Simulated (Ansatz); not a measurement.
Process, species as SMILES: CCCC[CH]CO -> CCC[CH]CCO
Each molecule is optimised on its own at B3LYP-D3(BJ)/def2-TZVP (Ansatz, a program for electronic structure), one conformer each, not searched for the lowest.

Wanted: isomerisation energy (electronic energy difference), in kJ/mol. Valence correlation only, unless marked. Open shells are spin-unrestricted. No spin-orbit coupling. Non-relativistic. Basis-set limits of correlation are two-point, X^-3; Hartree-Fock from the larger set. The bracket is a focal-point correction in the basis named.

```csv
level,program,isomerisation energy (kJ/mol)
SVWN5/def2-TZVPD,Ansatz,1.8
r2SCAN/def2-TZVPD,Ansatz,0.5
PBE0/def2-SVP,Ansatz,0.5
PBE0-D4/def2-TZVP,Ansatz + dftd4,0.3
PBE0/def2-QZVPP,Ansatz,1.0
BHLYP-D3(BJ)/def2-TZVPD,Ansatz + dftd3,-0.3
r2SCAN0-D4/def2-TZVPD,Ansatz + dftd4,-0.1
HSE06-D4/def2-TZVPD,Ansatz + dftd4,0.3
LC-wPBE-D4/def2-TZVPD,Ansatz + dftd4,-0.2
B2GP-PLYP-D4/def2-TZVPD,Ansatz + dftd4,0.0
MP2/cc-pVTZ,Ansatz,-0.3
CCSD(T)/6-31G*,Ansatz,0.0
CCSD(T)/cc-pVTZ,Ansatz,-0.5
"RI-MP2/CBS(cc-pVTZ,cc-pVQZ)+[CCSD(T)-MP2]/cc-pVDZ",Ansatz,-0.4
"RI-MP2/CBS(cc-pVTZ,cc-pVQZ)+[CCSD(T)-MP2]/cc-pVTZ",Ansatz,-0.4
```
